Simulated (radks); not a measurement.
Question: All-electron atom: Cu in [Ar] 3d9 4s1 4p1 (not the ground configuration). Method: non-relativistic Kohn-Sham, BLYP, spin-unpolarised, spherical densities, point nucleus; computed with a radial shooting solver on a logarithmic mesh with Libxc functionals. Some entries of the table are withheld. Estimate them.

orbital  occ.  eigenvalue (Ry)  r(max) (bohr)
1s          2        -643.5899            (1)
2s          2        -77.02402         0.1998
2p          6        -67.61221         0.1595
3s          2         -8.68561         0.6209
3p          6              (2)         0.6214
3d          9         -0.86762         0.5935
4s          1         -0.50943          2.138
4p          1              (3)            (4)

Answer: 
(1) 1s r(max) (bohr): 0.03488
(2) 3p eigenvalue (Ry): -5.75566
(3) 4p eigenvalue (Ry): -0.15112
(4) 4p r(max) (bohr): 2.938
